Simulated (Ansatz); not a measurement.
**Nudged elastic band run: FGeH$_{3}$O**

The input (input.yaml):

```yaml
crystal:
  periodic: [false, false, false]
  atoms:
    - { symbol: Ge, position_ang: [0.360047, -0.067797, 0.059033] }
    - { symbol: O, position_ang: [0.663823, -0.072207, 1.816905] }
    - { symbol: H, position_ang: [-0.159245, -0.213674, 2.321098] }
    - { symbol: H, position_ang: [1.748438, 0.085466, -0.591868] }
    - { symbol: F, position_ang: [-0.591563, 1.362466, -0.327309] }
    - { symbol: H, position_ang: [-0.509599, -1.269554, -0.39466] }
basis:
  gaussian: { orbitals: def2-SVP }
hamiltonian:
  xc: pbe
  dispersion: d4
neb:
  order_check: false
  images: 5
  f_tol: 0.05
  max_iterations: 60
  final_atoms:
    - { symbol: Ge, position_ang: [0.01689973, 0.06866307, -0.83202823] }
    - { symbol: O, position_ang: [1.01369475, 0.16514029, 1.22641789] }
    - { symbol: H, position_ang: [0.49835855, -0.45893735, 1.77439381] }
    - { symbol: H, position_ang: [1.91327315, -0.2135302, 1.17775684] }
    - { symbol: F, position_ang: [-1.08199843, 1.39539799, -0.35042414] }
    - { symbol: H, position_ang: [-0.84832676, -1.1320338, -0.11291716] }
  initial_path:
    images:
      - { positions_ang: [[0.360047, -0.067797, 0.059033], [0.663823, -0.072207, 1.816905], [-0.159245, -0.213674, 2.321098], [1.748438, 0.085466, -0.591868], [-0.591563, 1.362466, -0.327309], [-0.509599, -1.269554, -0.39466]] }
      - { positions_ang: [[0.24047951, -0.04501397, 0.03913237], [0.8137762, -0.04864677, 1.75300048], [-0.03851856, -0.23659586, 2.20062765], [1.73546026, 0.0566119, -0.26790424], [-0.65681387, 1.36580888, -0.40528594], [-0.58248253, -1.26746418, -0.43637131]] }
      - { positions_ang: [[0.12091202, -0.02223093, 0.01923174], [0.9637294, -0.02508654, 1.68909595], [0.08220787, -0.25951772, 2.0801573], [1.72248251, 0.0277578, 0.05605951], [-0.72206474, 1.36915175, -0.48326287], [-0.65536606, -1.26537436, -0.47808263]] }
      - { positions_ang: [[0.00134453, 0.0005521, -0.0006689], [1.11368259, -0.00152631, 1.62519143], [0.20293431, -0.28243958, 1.95968696], [1.70950477, -0.0010963, 0.38002327], [-0.78731561, 1.37249463, -0.56123981], [-0.7282496, -1.26328454, -0.51979394]] }
      - { positions_ang: [[0.0065296, 0.02325576, -0.27778867], [1.08035331, 0.05402922, 1.49226691], [0.30140906, -0.34127217, 1.89792257], [1.77742756, -0.0719076, 0.64593446], [-0.88554321, 1.38012908, -0.49096792], [-0.76827532, -1.2195343, -0.38416835]] }
      - { positions_ang: [[0.01171467, 0.04595942, -0.55490845], [1.04702403, 0.10958475, 1.3593424], [0.3998838, -0.40010476, 1.83615819], [1.84535036, -0.1427189, 0.91184565], [-0.98377082, 1.38776354, -0.42069603], [-0.80830104, -1.17578405, -0.24854276]] }
      - { positions_ang: [[0.01689973, 0.06866307, -0.83202823], [1.01369475, 0.16514029, 1.22641789], [0.49835855, -0.45893735, 1.77439381], [1.91327315, -0.2135302, 1.17775684], [-1.08199843, 1.39539799, -0.35042414], [-0.84832676, -1.1320338, -0.11291716]] }
```

Run as:

```bash
$ ansatz run input.yaml --threads 2 --pin off --max-ram 3072MiB --backend cpu --events-out ev --progress --plain --runs-dir out
```

Output, in part (warnings, iteration lines, the closing report on the highest movable image, with atoms numbered from 0):

```
NEB end point (image 0): max|allowed force component| = 1.346e-2 eV/Å (the criterion of neb.relax_end_points is 1.000e-2)
NEB end point (image 6): max|allowed force component| = 2.798e-2 eV/Å (the criterion of neb.relax_end_points is 1.000e-2)
NEB iter   1: max|band force component| = 6.390e0 eV/Å  barrier→ = 4.5363 eV  barrier← = 3.6731 eV  Δτ_max = 0.1918 Å  (190 SCF iters)
NEB iter   2: max|band force component| = 3.049e0 eV/Å  barrier→ = 3.0174 eV  barrier← = 2.1543 eV  Δτ_max = 0.1928 Å  (160 SCF iters)
NEB iter   3: max|band force component| = 1.349e0 eV/Å  barrier→ = 2.4254 eV  barrier← = 1.5622 eV  Δτ_max = 0.1887 Å  (152 SCF iters)
NEB iter   4: max|band force component| = 1.097e0 eV/Å  barrier→ = 2.1297 eV  barrier← = 1.2666 eV  Δτ_max = 0.1056 Å  (145 SCF iters)
NEB iter   5: max|band force component| = 6.322e-1 eV/Å  barrier→ = 1.9517 eV  barrier← = 1.0886 eV  Δτ_max = 0.0946 Å  (140 SCF iters)
NEB iter   6: max|band force component| = 9.433e-1 eV/Å  barrier→ = 1.8581 eV  barrier← = 0.9950 eV  Δτ_max = 0.0472 Å  (130 SCF iters)
NEB iter   7: max|band force component| = 1.923e0 eV/Å  barrier→ = 1.8646 eV  barrier← = 1.0015 eV  CI = image 4  Δτ_max = 0.0481 Å  (127 SCF iters)
NEB iter   8: max|band force component| = 1.666e0 eV/Å  barrier→ = 1.9985 eV  barrier← = 1.1353 eV  CI = image 4  Δτ_max = 0.0979 Å  (127 SCF iters)
NEB iter   9: max|band force component| = 8.066e-1 eV/Å  barrier→ = 2.2215 eV  barrier← = 1.3584 eV  CI = image 4  Δτ_max = 0.1043 Å  (135 SCF iters)
NEB iter  10: max|band force component| = 4.461e-1 eV/Å  barrier→ = 2.2371 eV  barrier← = 1.3740 eV  CI = image 4  Δτ_max = 0.0630 Å  (136 SCF iters)
NEB iter  11: max|band force component| = 1.063e-1 eV/Å  barrier→ = 2.2309 eV  barrier← = 1.3677 eV  CI = image 4  Δτ_max = 0.0184 Å  (129 SCF iters)
NEB iter  12: max|band force component| = 5.406e-2 eV/Å  barrier→ = 2.2284 eV  barrier← = 1.3653 eV  CI = image 4  Δτ_max = 0.0197 Å  (126 SCF iters)
NEB iter  13: max|band force component| = 7.821e-2 eV/Å  barrier→ = 2.2272 eV  barrier← = 1.3641 eV  CI = image 4  Δτ_max = 0.0098 Å  (126 SCF iters)
NEB iter  14: max|band force component| = 4.782e-2 eV/Å  barrier→ = 2.2267 eV  barrier← = 1.3636 eV  CI = image 4  Δτ_max = 0.0150 Å  (231 SCF iters)
NEB iter  15: max|band force component| = 1.295e-1 eV/Å  barrier→ = 2.2263 eV  barrier← = 1.3632 eV  CI = image 4  Δτ_max = 0.0075 Å  (30 SCF iters)
NEB iter  16: max|band force component| = 7.880e-2 eV/Å  barrier→ = 2.2260 eV  barrier← = 1.3628 eV  CI = image 4  Δτ_max = 0.0150 Å  (123 SCF iters)
NEB iter  17: max|band force component| = 6.393e-2 eV/Å  barrier→ = 2.2259 eV  barrier← = 1.3627 eV  CI = image 4  Δτ_max = 0.0298 Å  (130 SCF iters)
NEB iter  18: max|band force component| = 7.371e-2 eV/Å  barrier→ = 2.2259 eV  barrier← = 1.3627 eV  CI = image 4  Δτ_max = 0.0150 Å  (113 SCF iters)
NEB iter  19: max|band force component| = 7.552e-2 eV/Å  barrier→ = 2.2259 eV  barrier← = 1.3627 eV  CI = image 4  Δτ_max = 0.0070 Å  (112 SCF iters)
NEB iter  20: max|band force component| = 4.142e-2 eV/Å  barrier→ = 2.2259 eV  barrier← = 1.3627 eV  CI = image 4  Δτ_max = 0.0000 Å  (236 SCF iters)
Total energy: -61305.85453008 eV, -2252.9485993798 hartree
Atom 0 at     0.189840    -0.026026    -0.332426 Å, force    -0.000937     0.000929    -0.000380 eV/Å
Atom 1 at     0.724386     0.208344     1.594668 Å, force    -0.000096     0.000259    -0.000052 eV/Å
Atom 2 at     0.644101    -0.635001     2.092362 Å, force    -0.000190    -0.000157     0.000292 eV/Å
Atom 3 at     1.615122     0.029967     0.462240 Å, force     0.000858     0.000047    -0.000044 eV/Å
Atom 4 at    -0.774095     1.426480    -0.606318 Å, force     0.000562    -0.000984     0.000319 eV/Å
Atom 5 at    -0.887454    -1.179064    -0.327325 Å, force    -0.000197    -0.000094    -0.000135 eV/Å
Dipole moment:     0.205532    -0.597257     0.108750 e Å
```

The run converged. The band force fell under the threshold earlier too, but the program's further tests of the path sent the band on. Neighbouring images differ by up to 1.2 eV, so the band resolves the path poorly. A vibrational analysis at the climbing image gives one clearly imaginary mode, 1199i cm⁻¹: a first-order saddle point. The orbitals stay closed-shell, which can raise the energy where a bond breaks towards radicals; this wasn't checked here.

Final band (atoms are numbered from 1 in the order of the input):

```csv
image,path coordinate (Å),energy (eV),Ge1–O2 (Å),Ge1–H4 (Å),O2–H4 (Å)
0,0.00,0.00,1.78,1.54,2.65
1,0.60,0.08,1.78,1.54,2.70
2,1.20,0.15,1.79,1.55,2.69
3,1.80,0.99,1.82,1.53,2.10
4,2.40,2.23,2.01,1.63,1.45
5,3.09,1.02,2.26,2.28,0.99
6,3.78,0.86,2.29,2.78,0.98
```

The run took 72 s on 2 threads of Arm Neoverse V2 (shared host), peak memory 0.12 GiB.
